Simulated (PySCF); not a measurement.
Open-shell species derived from `C=C1C(C#N)=CC(F)=C1F`. All by UKS B3LYP (pcH-1 on C F H N) in PySCF, non-relativistic with spin–orbit coupling as a perturbation, on GFN2-xTB geometries; isolated species, one conformer each; SCF stability not tested. Couplings are magnitudes for isotopes of over 50 % abundance, averaged over nuclei equivalent by connectivity (but not across a short bond from an atom whose three angles sum to over 350°); populations are Mulliken's. A GFN2-xTB geometry isn't a minimum of the functional, and hyperfine couplings can be far from their values at a DFT geometry.

```
                    species                change   ⟨S²⟩      g1      g2      g3         largest spin population on                                                           largest couplings
[H]/[C]=C1\C(C#N)=CC(F)=C1F  H removed from sp2 C  0.765  2.0015  2.0021  2.0030    carbon bonded to C and H (1.08)                                 1 × 1H 15 MHz, 1 × 1H 11 MHz, 1 × 19F 2 MHz
C=C1C(F)=C(F)[CH][C@@H]1C#N      H added to sp2 C  0.789  2.0021  2.0031  2.0036  carbon bonded to 2 C and H (0.49)  1 × 19F 81 MHz, 1 × 1H 34 MHz, 1 × 1H 30 MHz, 1 × 1H 29 MHz, and 2 smaller
```

**Question.** Predict the same entries for `C=C1C(C#N)=[C]C(F)=C1F` [radical] (H removed from sp2 C).

**Answer.** ⟨S²⟩: 0.770; g1: 2.0015; g2: 2.0021; g3: 2.0027; largest spin population on: carbon bonded to 2 C (1.06); largest couplings: 1 × 19F 25 MHz, 1 × 19F 16 MHz, 1 × 1H 14 MHz, 1 × 1H 4 MHz. Largest spin populations (Mulliken): C6 (+1.06), C3 (-0.14) and C2 (+0.08). C6 is the only atom above +0.15. The positive populations add up to 1.26 and the negative ones to -0.26, together 2S = 1. (Numbering: [CH2:1]=[C:2]1[C:3]([C:4]#[N:5])=[C:6][C:7]([F:8])=[C:9]1[F:10] (hydrogens: H11, H12 on C1).)

**Question.** How many first-order lines does each doublet give under fast tumbling, over what width, and where is its centre at 9.5 GHz?

**Answer.** 
| species | lines | width (mT) | centre (mT) |
| --- | --- | --- | --- |
| C=C1C(C#N)=[C]C(F)=C1F | 16 | 2.1 | 339.02 |
| [H]/[C]=C1\C(C#N)=CC(F)=C1F | 8 | 1.0 | 339.01 |
| C=C1C(F)=C(F)[CH][C@@H]1C#N | 64 | 8.1 | 338.88 |

Splittings under 0.05 mT aren't counted.

The drawing needn't show where the spin sits: the atom drawn as the radical centre holds a spin population of 0.49 in C=C1C(F)=C(F)[CH][C@@H]1C#N.
